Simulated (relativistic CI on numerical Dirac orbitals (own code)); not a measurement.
# Tl II: from the plainest model towards the measured levels

Calculated with a relativistic CI code on KLI orbitals (one set per configuration, finite nucleus), adding one ingredient at a time: step 1, Dirac-Coulomb, each configuration alone; step 2, with Breit and QED terms; step 3, with configuration mixing; step 4, with scaled Slater integrals (0.85); step 5, with a P86 correlation estimate; step 6, tied to the ionisation limit. P86 is a density functional for the correlation energy, evaluated here for each configuration and added to its levels. Step 6 is semi-empirical: configurations made of the next ion and one excited electron move by 6902 cm⁻¹, so that their limit matches the tabulated ionisation energy, and those with a non-penetrating f or g electron also take the P86 value of the least penetrating other one.

CI space (outside the closed core [Xe] 4f14): 5d10 6s2, 5d10 6s 6p, 5d10 6s 7s, 5d10 6s 6d, 5d10 6s 7p, 5d10 6s 5f, 5d10 6p2, 5d10 6d2, 5d10 6s 8s, 5d9 6s2 6p, 5d10 6s 7d, 5d10 6s 8p, 5d10 6s 6f, 5d10 6p 6d, 5d10 6s 8d.

Computed minus measured energy above the ground level, in cm⁻¹, for 8 of the 16 excited levels that pair in every step (one J of a term; a digit in brackets numbers repeated terms):

```
Configuration  Term  J  Measured  Step 1  Step 2  Step 3  Step 4  Step 5  Step 6
   5d10 6s 6p   3P°  0     49451  -11559  -11723   -7922   -7557   -5607    1258
   5d10 6s 6p   1P°  1     75663   -1501   -1812   -2721   -5606   -3504    3145
   5d10 6s 7s    3S  1    105229  -13840  -14182   -9770  -10744   -6321     560
   5d10 6s 7s    1S  0    108000  -12626  -12968   -8898  -10393   -5972     855
   5d10 6s 6d    1D  2    115166  -10780  -11186  -11366  -11566   -7124   -1745
   5d10 6s 6d    3D  1    116152  -13808  -14208   -9757  -10814   -6191     686
   5d10 6s 7p   3P°  0    119361  -14582  -14946  -10702  -11698   -6726     143
   5d10 6s 5f   3F°  3    136115  -15522  -15922  -11815  -12837   -7369    -554
```

Mean absolute errors in cm⁻¹, over all paired levels and for the configurations:

| Configuration, levels | Step 1 | Step 2 | Step 3 | Step 4 | Step 5 | Step 6 |
| --- | --- | --- | --- | --- | --- | --- |
| all, 16 | 12794 | 13146 | 9544 | 10453 | 6328 | 841 |
| 5d10 6s 6p, 4 | 8766 | 9022 | 6588 | 7180 | 5185 | 1611 |
| 5d10 6s 7s, 2 | 13233 | 13575 | 9334 | 10568 | 6146 | 707 |
| 5d10 6s 6d, 4 | 13111 | 13515 | 10218 | 11067 | 6490 | 892 |
| 5d10 6s 7p, 3 | 14648 | 15018 | 10536 | 11548 | 6615 | 140 |
| 5d10 6s 5f, 3 | 15594 | 15995 | 11736 | 12826 | 7467 | 537 |

Measured levels: NIST Handbook of Basic Atomic Spectroscopic Data (Sansonetti and Martin, J. Phys. Chem. Ref. Data 34, 1559 (2005)).

The mean absolute error is lowest at step 6 (841 cm⁻¹), and the largest single drop is from step 5 to 6 (6328 to 841). Mixing lowers the ground level by 4467, with 5d10 6p2 as its largest admixture; relative to it the configurations that move most are 5d10 6s 7p by +4482, 5d10 6s 5f by +4259, 5d10 6s 7s by +4241. Configurations whose own partners of that kind are not in the list rise by much of that lowering, so a short list can trade one imbalance for another. The P86 estimate moves 5d10 6s 5f by +5359, 5d10 6s 7p by +4932, 5d10 6s 6d by +4577, and takes the mean absolute error of the excited configurations from 10453 to 6328. Step 6 takes that error from 6328 to 841; the error more than halves for 5d10 6s 6p, 5d10 6s 7s, 5d10 6s 6d, 5d10 6s 7p, 5d10 6s 5f.
